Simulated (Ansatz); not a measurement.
Computed with Ansatz on PBE0-D4/def2-TZVP structures; ΔE is electronic, products minus reactants. CCSD(T)/CBS adds triple-zeta CCSD(T) − MP2 to the extrapolated MP2 energy (def2 sets, frozen cores). DFT in def2-TZVPP. Each species was taken in one conformer, which may not be the lowest.

Consider the isomerisation: `CS[SiH2]N` → `NCS[SiH3]`.

`CS[SiH2]N`:

Cartesian coordinates in Å:
```
C 0.277 -1.824 -0.246
S -0.899 -0.787 -1.160
Si -0.207 1.138 -0.565
N -0.263 1.481 1.110
H 0.227 -1.619 0.823
H 1.295 -1.670 -0.605
H -0.004 -2.862 -0.419
H -1.089 2.051 -1.333
H 1.223 1.302 -0.936
H -1.114 1.415 1.643
H 0.554 1.374 1.686
```

`NCS[SiH3]`:

Z-matrix (Å, degrees):
```
C
S 1 1.833
N 1 1.438 2 108.0
H 1 1.099 2 107.9 3 -125.3
H 1 1.091 2 108.3 3 117.8
Si 2 2.124 1 99.2 3 152.9
H 3 1.012 1 111.1 2 166.9
H 3 1.012 1 111.4 2 -71.6
H 6 1.483 2 106.2 1 -176.4
H 6 1.489 2 110.7 1 -56.6
H 6 1.488 2 112.4 1 63.9
```

```tsv
level	ΔE (kcal/mol)	difference from CCSD(T)/CBS
revPBE-D4	29.8	-2.8
BLYP-D4	31.2	-1.4
B97M-V	32.6	0.0
ωB97M-V	32.6	0.0
r2SCANh	32.6	0.0
HF/def2-SVP	29.6	-3.0
SCS-MP2/def2-TZVPP	32.5	-0.1
CCSD(T)/def2-TZVPP	31.8	-0.8
HF/def2-QZVPP	32.8	0.2
MP2/def2-QZVPP	33.8	1.2
CCSD(T)/CBS	32.6	0
```

Largest T1 diagnostic among the species: 0.011.

From BLYP to BHLYP (50 % exact exchange), in def2-TZVPP and without D4, ΔE moves by +1.7 kcal/mol. At CCSD(T), def2-SVP lies −5.2 kcal/mol from the extrapolated value and def2-TZVPP −0.8 kcal/mol.

CCSD(T)/CBS has its own doubt, a few kJ/mol and more with outer-core shells, so smaller differences from it don't rank the levels.
